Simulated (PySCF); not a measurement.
# One molecule, several mistakes: AlBCH4Si

Calculated results; nothing here was measured. They come from PySCF 2.14.0, an open-source quantum chemistry program, on an isolated molecule that a program drew, which may never have been made. The molecule is AlBCH4Si (charge 0, singlet), drawn as the SMILES string `B=[C]([Al])[SiH3]`.

Each row is a Hartree-Fock (HF) and frozen-core CCSD(T) single point in the cc-pV(D+d)Z basis, meant for a local HF minimum. Run 1 is clean. Each other run has one planted mistake out of seven kinds, and not every kind appears here: one electron removed, one electron added, multiplicity raised by two, geometry at a saddle point, minimal basis STO-3G, one bond length entered in bohr, all coordinates scaled. The reference is restricted for singlets and unrestricted otherwise, and also for a bond in bohr. Adding or removing an electron swaps singlet and doublet. Electrons count all cores. HOMO and LUMO are orbital energies over both spins, the gradient is its largest component, and the lowest frequency (negative if imaginary) is given only where the gradient is small. Bond lengths are over the 7 bonds as drawn. T1 is the CCSD diagnostic: over 0.02 (restricted) or 0.045 (unrestricted) a single reference is doubtful.

Geometry of the clean run:
```xyz
8
AlBCH4Si, angstrom
B    -1.4748    2.7996    0.4273
C    -0.9841    1.5397    0.2523
Al   -0.7533    0.5510    1.9675
Si   -0.5074    0.6153   -1.2758
H    -1.8998    3.8702    0.6708
H     0.5902    1.2818   -2.0152
H    -0.0257   -0.7415   -0.8980
H    -1.6501    0.4346   -2.2017
```

```
run  electrons  basis functions  <S^2>  HOMO (eV)  LUMO (eV)  gradient (hartree/bohr)  lowest frequency (cm^-1)  mean bond (Å)  longest bond (Å)      T1  HF (hartree)  CCSD(T) (hartree)                          mistake
  1         42               94  0.000      -7.92       1.03                  2.0e-06                        68         1.5478             1.993  0.0178    -595.69032         -596.11445                         no fault
  2         42               32  0.000      -4.28       8.24                  6.9e-02                         -         1.5478             1.993  0.0200    -588.62059         -588.85419             minimal basis STO-3G
  3         42               94  0.880      -7.93       0.82                  8.6e-03                         -         1.7361             2.800  0.0554    -595.57992         -595.99437  one bond length entered in bohr
  4         41               94  0.770     -14.48      -6.26                  3.4e-02                         -         1.5478             1.993  0.0192    -595.43126         -595.81733                                ?
```

**Which mistake was planted in run 4, and what did it cost?**

It counts 41 electrons, one fewer than the clean run, at the same geometry and basis. So the mistake is: one electron removed. Subtracting run 1 and multiplying by 627.51 kcal/mol a hartree, the energy moved by 162.6 kcal/mol in HF and 186.4 kcal/mol in CCSD(T).

Cautions from the logs. Run 3: T1 is over the limit, so its CCSD(T) energy is less reliable.
